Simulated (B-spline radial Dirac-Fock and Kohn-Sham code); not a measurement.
## Elastic and transport cross sections of rhodium for electrons

Calculated with a radial B-spline solver, using relativistic (Dirac) partial waves in the static field of the Dirac-Fock atom with Furness-McCarthy exchange, without polarisation or absorption potentials. σ_tr1 and σ_tr2 weight the cross section with 1 − P₁ and 1 − P₂ of cos θ; "backward" is the share scattered beyond 90°.

```
energy (eV)  σ (a₀²)  σ_tr1 (a₀²)  σ_tr2 (a₀²)  σ/σ_tr1  backward (%)
        535     11.2         3.48         3.03     3.23            14
        603     10.6         3.11         2.71     3.41            13
        696     9.91         2.69         2.38     3.68            12
        706     9.84         2.65         2.35     3.71            12
        935     8.61         1.95         1.85     4.41           9.1
       1000     8.34         1.81         1.74     4.61           8.6
       1500     6.83         1.11         1.23     6.16           6.2
       1510     6.81         1.10         1.22     6.19           6.1
       1630     6.55        0.999         1.14     6.56           5.7
       1960     5.96        0.786        0.962     7.57           4.9
       2000     5.89        0.766        0.944     7.69           4.8
       2170     5.64        0.687        0.873     8.21           4.5
       2490     5.24        0.571        0.762     9.18           3.9
       2610     5.11        0.535        0.727     9.54           3.7
       2660     5.06        0.522        0.713     9.69           3.7
       3000        ?            ?            ?        ?             ?
       3590     4.28        0.343        0.518     12.5           2.7
       4000     4.02        0.294        0.459     13.7           2.3
```

Task: Fill in the row for 3 keV.

Result: σ = 4.73 a₀², σ_tr1 = 0.442 a₀², σ_tr2 = 0.629 a₀², σ/σ_tr1 = 10.7, backward 3.2 %. The ratio σ/σ_tr1 is roughly the number of elastic collisions that randomise the direction.
